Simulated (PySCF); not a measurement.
A geometry optimisation on 4-aminostyrene, `C=Cc1ccc(N)cc1`.

Method: PBE0-D3(BJ)/def2-SVP geometry optimisation, gas phase (PySCF 2.14.0). Start geometry: GFN2-xTB. The input is one job of a driver script: a line of settings, then coordinates in Å.

Input:
```
{"job": {"xc": "PBE0", "basis": "def2-SVP", "d3": "d3bj", "grid": 2, "kind": "geom"}, "charge": 0, "multiplicity": 1}
C      3.067528     0.837442    -1.014527
C      2.346245     0.453590     0.033233
C      0.924009     0.149843     0.056573
C      0.331812    -0.240200     1.260413
C     -1.010445    -0.538407     1.341106
C     -1.822618    -0.453906     0.209388
N     -3.152497    -0.814086     0.264370
C     -1.239986    -0.062772    -0.997972
C      0.103488     0.228891    -1.070754
H      2.646488     0.966797    -1.996850
H      4.121681     1.038083    -0.925283
H      2.840517     0.342902     0.991617
H      0.941570    -0.305652     2.151016
H     -1.446373    -0.840369     2.283589
H     -3.581196    -0.816402     1.175383
H     -3.741072    -0.473645    -0.478415
H     -1.859686     0.008332    -1.881324
H      0.521775     0.525874    -2.019884
```

Output:
```
step   0  E = -364.32661353  max force = 0.011086
step   1  E = -364.32839815  max force = 0.001810
step   2  E = -364.32840785  max force = 0.000629
step   3  E = -364.32841280  max force = 0.000413
optimisation converged
```

Energies in Eh; «max force» is the largest Cartesian gradient component in Eh/bohr.

Q: Give the first gradient maximum in eV/Å.

A: With 1 Eh/bohr = 51.422 eV/Å, 0.570 eV/Å.

Q: How much energy does the optimisation release, in kcal/mol?

A: E(step 0) − E(last step) = 0.001799 Eh, which is 1.1 kcal/mol.

Summary of the converged run: final energy -364.32841 Eh after 3 steps; dipole 2.61 D.

Q: Give the final coordinates.

A: 0.026 Å rms from the input after alignment:
```
atom  x, y, z in Å
C1     3.0256    0.8988   -1.0443
C2     2.2909    0.5128    0.0078
C3     0.8594    0.2057    0.0400
C4     0.2577   -0.1873    1.2453
C5    -1.0951   -0.4883    1.3307
C6    -1.9185   -0.4082    0.1954
N7    -3.2516   -0.7478    0.2521
C8    -1.3245   -0.0148   -1.0197
C9     0.0265    0.2827   -1.0895
H10    2.5988    1.0291   -2.0424
H11    4.0937    1.0991   -0.9383
H12    2.7983    0.4055    0.9737
H13    0.8736   -0.2573    2.1461
H14   -1.5260   -0.7939    2.2878
H15   -3.6880   -0.7396    1.1636
H16   -3.8453   -0.3993   -0.4879
H17   -1.9420    0.0525   -1.9195
H18    0.4460    0.5855   -2.0513
```

On one thread of an Arm Neoverse N1, no GPU, shared host with 64 logical CPUs at a one-minute load of 33, this took 94 s of wall time and 0.79 GiB of memory at its peak.
Labels such as C1 count atoms from 1, the log's own numbers from 0.
